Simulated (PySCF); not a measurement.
F4Hf, triplet, at a GFN2-xTB geometry (such geometries of metal compounds can be far from the true shape) (the multiplicity is a formal guess) (core potentials on Hf). Base run: B3LYP/def2-SV(P) run with PySCF.

Input for PySCF:
```python
from pyscf import gto, scf, dft

mol = gto.Mole()
mol.atom = '''
    Hf   -0.01686374    0.00251863   -0.00039388
    F     0.40916201    1.23394389   -1.33876637
    F    -0.03061044   -1.29048134    1.34760802
    F    -0.29178847   -1.32099529   -1.28912574
    F     0.04814683    1.35738367    1.28343512
'''
mol.basis = 'def2-sv(p)'
mol.ecp = {'Hf': 'def2-sv(p)'}
mol.spin = 2
mol.verbose = 4
mol.build()

mf = dft.UKS(mol)
mf.xc = 'b3lyp'
mf.kernel()
```

The base run was repeated with changes; each row names its change, and settings that it needs were set with it.

```tsv
change	ΔE vs base (mEh)	fitting functions	dipole (D)	outcome
base	0.000	-	0.15	converged
auxbasis = cc-pvtz-jkfit	-	-	-	input refused
auxbasis = autoaux	0.058	654	0.15	converged
only_dfj = on; auxbasis = def2-universal-jfit	-0.160	285	0.15	converged
auxbasis = def2-svp-ri	-	-	-	input refused
auxbasis = def2-universal-jfit	8.636	285	0.14	converged
auxbasis = cc-pvqz-jkfit	-	-	-	input refused
auxbasis = default (with mf = mf.density_fit())	-0.003	535	0.15	converged
auxbasis = even-tempered beta=2.0	-0.166	663	0.15	converged
auxbasis = cc-pvtz-ri	-	-	-	input refused
```

A fitting set is made for a task (jfit for Coulomb, jkfit for Coulomb and exchange, ri for correlation) and for a family of orbital bases.

Open shells are given as the SCF converged; they aren't shown to be the lowest states, and a large step between rows can be another state.

- auxbasis = cc-pvtz-jkfit: ended with `pyscf.lib.exceptions.BasisNotFoundError: Basis set not found for Hf in cc-pvtz-jkfit`
- auxbasis = def2-svp-ri: ended with `pyscf.lib.exceptions.BasisNotFoundError: Basis set not found for Hf in def2-svp-ri`
- auxbasis = cc-pvqz-jkfit: ended with `pyscf.lib.exceptions.BasisNotFoundError: Basis set not found for Hf in cc-pvqz-jkfit`
